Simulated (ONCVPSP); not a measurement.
Varying the ONCV potential for sulfur

Base potential:

S, optimised norm-conserving Vanderbilt (ONCV), made with ONCVPSP 4.0.1 (PBE, scalar-relativistic). Core [Ne], reference 3s1.5 3p4.5. Waves: 3s: rc 1.20 bohr, ncon 3, nbas 8, qcut 5.9 1/bohr, 1 projector; 3p: rc 1.25 bohr, ncon 4, nbas 8, qcut 6.7 1/bohr, 2 projectors, debl 2.3 Ha; d scattering state at 0.04 Ha: rc 0.95 bohr, ncon 5, nbas 8, qcut 10 1/bohr, 3 projectors, debl 3.6 Ha. Local part: polynomial inside 0.75 bohr (lpopt 5, dvloc0 3 Ha). Core correction: none.

All-electron outer shells of the reference configuration (PBE, scalar-relativistic, ld1.x):

```json
{"shell": "2s", "level (eV)": "-212.44", "outermost node (bohr)": "0.13", "outermost maximum (bohr)": "0.39"}
{"shell": "2p", "level (eV)": "-157.23", "outermost node (bohr)": "–", "outermost maximum (bohr)": "0.33"}
{"shell": "3s", "level (eV)": "-17.60", "outermost node (bohr)": "0.60", "outermost maximum (bohr)": "1.40"}
{"shell": "3p", "level (eV)": "-7.29", "outermost node (bohr)": "0.58", "outermost maximum (bohr)": "1.59"}
```

Cutoffs, loose and tight: the cutoffs (Ha) at which the residual kinetic energy of the hardest occupied pseudo-wave falls to 1 and 0.1 mHa per electron. They do not see the model core or the augmentation charge, which bear on the density cutoff. Test errors are all-electron minus pseudo excitation energies from the reference, over the configurations 3s2 3p4; 3s2 3p3; 3s2 3p2; 3s2 3p3.5. A dash means not determined; rows that change the core or the reference have their own tests. The largest error is taken over the tests solved by every variant that gives reliable tests at all: 3s2 3p3; 3s2 3p3.5; 3s2 3p4.

For the base: The cutoffs count occupied waves only; projector 2 of the p channel, the hardest unoccupied one, needs 154 Ha at the loose tolerance.

A true bound ghost makes a file unfit for plane-wave use even where its test errors are small: the radial tests pick states by their node count and pass the ghost by.

| change | outcome | cutoff, loose | cutoff, tight | bound ghosts | GHOST(+) flags above zero | largest test error (meV) |
| --- | --- | --- | --- | --- | --- | --- |
| base | generated | 13 Ha | 75 Ha | none | s, d | +1.9 |
| local potential polynomial inside 0.75 bohr (lpopt 5, dvloc0 -2.5 Ha) | generated | 13 Ha | 75 Ha | s | d | +1.3 |
| local potential polynomial inside 0.75 bohr (lpopt 5, dvloc0 0 Ha) | generated | 13 Ha | 75 Ha | s | d | +1.1 |
| local potential polynomial inside 0.75 bohr (lpopt 5, dvloc0 4 Ha) | generated | 13 Ha | 75 Ha | none | s, d | +1.6 |
| local potential polynomial inside 0.75 bohr (lpopt 5, dvloc0 5 Ha) | generated | 13 Ha | 75 Ha | none | s, d | +1.6 |
| local potential polynomial inside 0.75 bohr (lpopt 5, dvloc0 7.5 Ha) | generated | 13 Ha | 75 Ha | none | s, d | +1.5 |
| local potential polynomial inside 0.75 bohr (lpopt 5, dvloc0 9 Ha) | generated | 13 Ha | 75 Ha | none | s, d | +1.5 |

Question: What comes out with this change to the base: local potential polynomial inside 0.75 bohr (lpopt 5, dvloc0 2 Ha)?

Answer: outcome: generated; cutoff, loose: 13 Ha; cutoff, tight: 75 Ha; bound ghosts: s; GHOST(+) flags above zero: d; largest test error (meV): +3.8.

Reading the sweep of the dvloc0 (base included, trends over the rows without a ghost): The loose cutoff stays near 13 Ha. The median size of the test errors (rows with all tests solved) stays near 1.4 meV. Bound ghosts are found at -2.5, 0, 2 Ha.
